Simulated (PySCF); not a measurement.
**Working out the ionisation energy of Zn**

Zn [Ar] 3d10 4s2 (1S) → Zn⁺ [Ar] 3d10 4s1 (2S). Calculation: PySCF 2.14, in x2c-TZVPPall with one added diffuse shell each of s, p, d, f type (7s6p5d3f1g, 80 functions); the spin-free X2C one-electron Hamiltonian (Gaussian nucleus). Frozen: [Ne]. Energies in hartree (1 hartree = 27.21139 eV):

```csv
part,Zn (lower),Zn⁺ (upper)
UHF,-1794.254347,-1793.968107
CCSD correlation,-0.768656,-0.717035
(T),-0.020732,-0.015234
```

What does Hartree-Fock give?

(-1793.968107) − (-1794.254347) = 0.286240 hartree = 7.789 eV.

What do CCSD and CCSD(T) give?

The CCSD correlation energies differ by 0.051621 hartree = 1.405 eV and the triples by 0.005498 hartree = 0.150 eV, so CCSD gives 9.194 eV and CCSD(T) 9.344 eV.

Measured between the centres of the two terms (NIST): 9.394 eV, so CCSD(T) (valence and next inner shell) is off by -0.050 eV.

What remains against the reference includes basis incompleteness, the frozen core and higher excitations.
